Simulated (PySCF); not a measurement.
## Atomic charges by several schemes

C₄H₈Si.
SMILES with atom numbers: `[SiH3:1][CH2:2][C:3]1=[CH:4][CH2:5]1` (hydrogens: H6, H7, H8 on Si1; H9, H10 on C2; H11 on C4; H12, H13 on C5)

Cartesian coordinates in Å at the PBE0-D3(BJ)/def2-SVP level; atoms count from 1:
```xyz
13
C4H8Si angstrom
Si    -1.8922    0.1129    0.5244
C     -0.6434   -0.1028   -0.8916
C      0.7346    0.0785   -0.4219
C      1.8168    0.7850   -0.2768
C      1.8287   -0.5628    0.3812
H     -3.2720   -0.1516    0.0129
H     -1.8239    1.5068    1.0552
H     -1.5893   -0.8468    1.6275
H     -0.8925    0.6182   -1.6873
H     -0.7831   -1.1198   -1.2964
H      2.3754    1.7005   -0.4532
H      1.7351   -0.6435    1.4777
H      2.4106   -1.3903   -0.0593
```

Density: PBE0/pcSseg-1 (PySCF); schemes: Mulliken, IAO, Hirshfeld and ESP-fitted. Geometry: PBE0-D3(BJ)/def2-SVP, one conformer, isolated molecule.

Problem. Do the Mulliken, IAO, Hirshfeld and ESP-fitted schemes agree on where the charge is highest?

Solution. All schemes agree: Mulliken Si1 (+0.496); IAO Si1 (+0.608); Hirshfeld Si1 (+0.322); ESP-fitted Si1 (+0.492).

Problem. For which atoms does the sign change between the 4 schemes (beyond +0.03 e in one, beyond −0.03 e in another)?

Solution. C3.

Problem. Do the Mulliken, IAO, Hirshfeld and ESP-fitted schemes agree on where the charge is lowest?

Solution. All schemes agree: Mulliken C2 (-0.470); IAO C2 (-0.543); Hirshfeld C2 (-0.143); ESP-fitted C2 (-0.480).

Problem. Tabulate the Mulliken, IAO, Hirshfeld and ESP-fitted charges.

Solution. In e:

| atom | environment | Mulliken | IAO | Hirshfeld | ESP-fitted |
| --- | --- | --- | --- | --- | --- |
| Si1 | SiH3 silicon | +0.496 | +0.608 | +0.322 | +0.492 |
| C2 | sp3 carbon bound to silicon | -0.470 | -0.543 | -0.143 | -0.480 |
| C3 | fully substituted alkene carbon | -0.058 | +0.020 | +0.003 | +0.158 |
| C4 | alkene CH carbon | -0.198 | -0.188 | -0.069 | -0.285 |
| C5 | allylic carbon | -0.177 | -0.274 | -0.104 | -0.179 |
| H6 | Si–H hydrogen | -0.086 | -0.114 | -0.077 | -0.124 |
| H7 | Si–H hydrogen | -0.074 | -0.111 | -0.076 | -0.111 |
| H8 | Si–H hydrogen | -0.074 | -0.111 | -0.074 | -0.114 |
| H9 | methylene hydrogen | +0.165 | +0.163 | +0.052 | +0.157 |
| H10 | methylene hydrogen | +0.167 | +0.165 | +0.053 | +0.167 |
| H11 | vinylic hydrogen | +0.076 | +0.164 | +0.069 | +0.186 |
| H12 | methylene hydrogen | +0.115 | +0.110 | +0.022 | +0.073 |
| H13 | methylene hydrogen | +0.116 | +0.111 | +0.022 | +0.061 |

Mean size of the charges over all atoms: IAO 0.206 e, ESP-fitted 0.199 e, Mulliken 0.175 e, Hirshfeld 0.083 e. Each set sums to the total charge, 0, to within 0.001 e. The IAO scheme projects the occupied orbitals on a minimal set of polarised atomic orbitals and counts the electrons in each atom's part of it. The ESP scheme is a least-squares fit of atom-centred charges to the potential on four shells outside the van der Waals surface, with the total charge fixed.

Problem. How many electrons does the Hirshfeld scheme count on Si1?

Solution. Z − q = 14 − (+0.322) = 13.678.

Problem. How closely do the schemes follow one another over all atoms?

Solution. Correlation coefficient and root-mean-square difference: Mulliken with IAO 0.99, 0.059 e; IAO with ESP-fitted 0.97, 0.068 e; IAO with Hirshfeld 0.95, 0.161 e; Mulliken with ESP-fitted 0.95, 0.076 e; Mulliken with Hirshfeld 0.92, 0.126 e; Hirshfeld with ESP-fitted 0.92, 0.143 e.

The run behind these numbers computed NMR shieldings as well. On one thread, Arm Neoverse V2 (aarch64), shared host with 96 logical CPUs at a one-minute load of 66, this took 9.6 s of wall time and 0.65 GiB of memory at its peak.
